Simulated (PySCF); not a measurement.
C₂H₂Cl (SMILES [CH]=CCl), doublet, geometry from GFN2-xTB. Base run: TPSS/cc-pVDZ in PySCF.

Geometry (Å):
```xyz
5

C     -0.1581     0.8495     0.0002
C      0.9726     1.4282     0.0154
Cl    -0.3399    -0.9574    -0.0065
H     -1.1341     1.3008    -0.0104
H      2.0257     1.3090     0.0278
```
Charge 0, spin multiplicity 2.
Orbitals are unrestricted.
All else is at PySCF's defaults.
Base energy -537.54652 Eh.

Each row names what was changed in the base input (with any setting that the change needs).

```json
[
 {"change": "base", "ΔE vs base (µEh)": "0.0", "grid points": "66736", "electrons on the grid": "31.00000"},
 {"change": "grids.atom_grid = (150, 974)", "ΔE vs base (µEh)": "2.2", "grid points": "396424", "electrons on the grid": "31.00000"},
 {"change": "grids.prune = dft.gen_grid.sg1_prune", "ΔE vs base (µEh)": "28.5", "grid points": "27752", "electrons on the grid": "30.99980"},
 {"change": "grids.radi_method = delley", "ΔE vs base (µEh)": "0.3", "grid points": "70456", "electrons on the grid": "31.00000"},
 {"change": "grids.atom_grid = (75, 302)", "ΔE vs base (µEh)": "0.8", "grid points": "71568", "electrons on the grid": "31.00000"},
 {"change": "grids.level = 4", "ΔE vs base (µEh)": "1.9", "grid points": "117328", "electrons on the grid": "31.00000"},
 {"change": "grids.becke_scheme = stratmann", "ΔE vs base (µEh)": "0.7", "grid points": "66736", "electrons on the grid": "31.00000"},
 {"change": "grids.atom_grid = (99, 590)", "ΔE vs base (µEh)": "2.0", "grid points": "158952", "electrons on the grid": "31.00000"},
 {"change": "grids.atom_grid = (30, 110)", "ΔE vs base (µEh)": "-1016", "grid points": "12264", "electrons on the grid": "30.99963"},
 {"change": "grids.level = 5", "ΔE vs base (µEh)": "2.2", "grid points": "176088", "electrons on the grid": "31.00000"},
 {"change": "grids.prune = off", "ΔE vs base (µEh)": "0.0", "grid points": "110224", "electrons on the grid": "31.00000"}
]
```

Open shells are given as the SCF converged; they aren't shown to be the lowest states, and a large step between rows can be another state.
